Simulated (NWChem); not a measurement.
A series in which one site is exchanged, each optimised at PBE0/def2-SVP with NWChem, gas phase unless a solvent is named. This build's default masses of Se (78.918 u) and Br (79.917 u) are each other's, which moves their modes by up to 0.6 %. Some are not confirmed as minima by frequencies. def2 effective core potentials on Sr, Te; no spin-orbit coupling.

A: [Cl][Sr][Cl] (SrCl₂; site = Sr)
B: [Cl][Zn][Cl] (ZnCl₂; site = Zn)
C: Cl[Te]Cl (TeCl2; site = Te)
D: Cl[Se]Cl (SeCl$_{2}$; site = Se)

```
quantity                                                  A      B     C    D
-----------------------------------------------------  ----  -----  ----  ---
dipole (D), PBE0/def2-SVP                              4.36   0.00  2.22  [?]
orbital gap (eV), PBE0/def2-SVP                        5.59   7.28  3.82  [?]
vertical ionisation energy, ΔSCF, B3LYP/def2-SVP (eV)  9.77  11.00  8.75  [?]
static polarisability, B3LYP/def2-SVPD (bohr³)         61.7   50.6  70.4  [?]
lowest singlet excitation, B3LYP/def2-SVPD, TDA (eV)   4.34   5.59  2.27  [?]
```

Problem. What belongs in the gaps?

Solution. 
- dipole (D), PBE0/def2-SVP, D: 1.17
- orbital gap (eV), PBE0/def2-SVP, D: 4.33
- vertical ionisation energy, ΔSCF, B3LYP/def2-SVP (eV), D: 9.24
- static polarisability, B3LYP/def2-SVPD (bohr³), D: 58.6
- lowest singlet excitation, B3LYP/def2-SVPD, TDA (eV), D: 2.59
